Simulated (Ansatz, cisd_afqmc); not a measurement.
System: YCl3, charge 0, singlet. YCl3 (SMILES [Cl][Y]([Cl])[Cl]).
B3LYP-D3(BJ)/def2-TZVP minimum from Ansatz (a program for electronic structure):
```xyz
4

Y      0.0000     0.0000     0.0000
Cl     2.3552    -0.3094    -0.6024
Cl    -0.8953    -1.0516     2.0244
Cl    -1.4599     1.3610    -1.4220
```

Total energies in def2-QZVPP, 24 correlated electrons, 19 frozen orbitals. UHF or UKS for unpaired electrons; spin-orbit terms are left out. Correlated methods leave the cores frozen (noble-gas shells, and filled d and f shells in the p block). Past Kr the def2 sets carry scalar-relativistic core potentials. AFQMC is phaseless with a CISD trial state; ± is one standard error, without the phaseless bias. Outlying blocks are dropped, and bars are widened where a walk drifts. Over all cases where full CI ran beside it in this data, AFQMC minus full CI had a median of +0.1 mEh and passed +0.4 mEh in a tenth of the cases.

```tsv
method	program	energy (Eh)	minus AFQMC/CISD (mEh)
HF	Ansatz	-1416.76423	765.1 ± 0.5
MP2	Ansatz	-1417.45000	79.4 ± 0.5
CCSD	Ansatz	-1417.49264	36.7 ± 0.5
CCSD(T)	Ansatz	-1417.52697	2.4 ± 0.5
AFQMC/CISD	cisd_afqmc	-1417.5294 ± 0.0005	0.0
```
